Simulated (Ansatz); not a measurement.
# Worked example: BH2(OH) + KSH → BH2(SH) + KOH

Species: BH2(OH), singlet; KSH `[SH][K]`, singlet; BH2(SH), singlet; KOH `[OH][K]`, singlet. The partners trade OH for SH: B–OH and K–SH bonds give way to B–SH and K–OH.

Shapes, held fixed at every level: PBE0-D4/def2-TZVP. Programs: Ansatz 0.2.0. The zero-point and thermal change to 298 K, harmonic and unscaled (PBE0-D4/def2-TZVP), is -2.7 kJ/mol.

At CCSD(T)/def2-TZVPP; 1 Eh = 2625.50 kJ/mol:

```
species  energy (Eh)
BH2(OH)  -101.752038
    KSH  -997.707983
BH2(SH)  -424.329173
    KOH  -675.087180
```

Q: Work out ΔH(298 K) of the reaction at this level.

A: 
1. Products less reactants: (-424.329173) + (-675.087180) − [(-101.752038) + (-997.707983)] = 0.043668 Eh = +114.7 kJ/mol.
2. With the thermal change: +114.7 + (-2.7) = +112.0 kJ/mol.

Other levels give +97.5 (PBE-D4/def2-TZVPP) to +155.8 kJ/mol (HF/def2-SVP). No measured value is set beside it here. Correlated rows may include outer-core shells of K, which these sets cover unevenly.
